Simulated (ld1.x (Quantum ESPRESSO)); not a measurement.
# Ag: excitation energies, all-electron against TM

```json
{
  "Element": "Ag (Z = 47)",
  "Generator": "ld1.x (Quantum ESPRESSO) 7.5",
  "Type": "norm-conserving Troullier–Martins (Kleinman–Bylander form)",
  "Functional": "PBEsol",
  "Relativity": "fully relativistic",
  "Frozen core": "[Ar] 3d10 4s2",
  "Valence charge": "17",
  "Reference configuration": "4p6 4d10 5s1 5p0",
  "Partial waves": "5s (bound): rc 2.35 bohr; 4p (bound): rc 1.10 bohr; 4d (bound): rc 1.85 bohr",
  "Local potential": "all-electron potential smoothed inside 1.60 bohr (lloc = -1)",
  "Core correction": "a·sin(br)/r model core inside 0.55 bohr"
}
```

Open shells are filled in proportion to 2j + 1 (rel_dist='average').

Energies are relative to the spin-unpolarised reference configuration 4p6 4d10 5s1 5p0; without spin polarisation the order of configurations can differ from experiment.

Give the all-electron excitation energy and the error of the potential for: 4p6 4d10 5s0 5p0; 4p6 4d9 5s0 5p0; 4p6 4d8 5s0 5p0; 4p6 4d9 5s1 5p1; 4p6 4d9 5s1 5p0; 4p6 4d9 5s2 5p0; 4p5 4d10 5s1 5p0.

| valence configuration | charge | ΔE all-electron (eV) | error AE − PS (meV) |
| --- | --- | --- | --- |
| 4p6 4d10 5s0 5p0 | +1 | 7.748 | -8.8 |
| 4p6 4d9 5s0 5p0 | +2 | 29.862 | +3.5 |
| 4p6 4d8 5s0 5p0 | +3 | 66.042 | +7.9 |
| 4p6 4d9 5s1 5p1 | 0 | 8.603 | +40 |
| 4p6 4d9 5s1 5p0 | +1 | 13.167 | -8.5 |
| 4p6 4d9 5s2 5p0 | 0 | 4.052 | -35 |
| 4p5 4d10 5s1 5p0 | +1 | 65.319 | -88 |

Levels in the configuration 4p6 4d8 5s0 5p0:

```tsv
level	all-electron (eV)	pseudo (eV)
4p j=1/2	-100.325	-100.330
4p j=3/2	-95.085	-95.096
4d j=3/2	-44.118	-44.117
4d j=5/2	-43.446	-43.447
```

Note: ghost state, extra bound levels that the all-electron valence spectrum of the same l lacks: s at -64.4 eV. A true bound ghost makes a file unfit for plane-wave use.
